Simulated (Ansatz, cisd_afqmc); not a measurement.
System: Br, charge -1, singlet.

Total energies in aug-cc-pVDZ, 8 correlated electrons, 14 frozen orbitals. Radicals and triplets start from unrestricted determinants; spin-orbit coupling is neglected. Correlated methods leave the cores frozen (noble-gas shells, and filled d and f shells in the p block). No relativity. The Monte Carlo rows (phaseless AFQMC, CISD trial, step 0.005/hartree) carry one-sigma bars that omit the constraint's bias. Outlying blocks are dropped, and bars are widened where a walk drifts. Over all cases where full CI ran beside it in this data, AFQMC minus full CI had a median of +0.1 mEh and passed +0.4 mEh in a tenth of the cases. Spin-orbit terms, left out, reach several kcal/mol for Br and I, and more for heavier atoms.

```
method         program          energy (Eh)  error against FCI (mEh)
----------  ----------  -------------------  -----------------------
HF              Ansatz          -2572.46249                   145.25
MP2             Ansatz          -2572.59309                    14.65
CCSD            Ansatz          -2572.60401                     3.73
CCSD(T)         Ansatz          -2572.60717                     0.57
CCSDT(Q)        Ansatz          -2572.60774                     0.00
CCSDTQ          Ansatz          -2572.60774                     0.00
AFQMC/CISD  cisd_afqmc  -2572.6077 ± 0.0002                0.0 ± 0.2
FCI             Ansatz          -2572.60774                     0.00
```

Ansatz is a program for electronic structure.
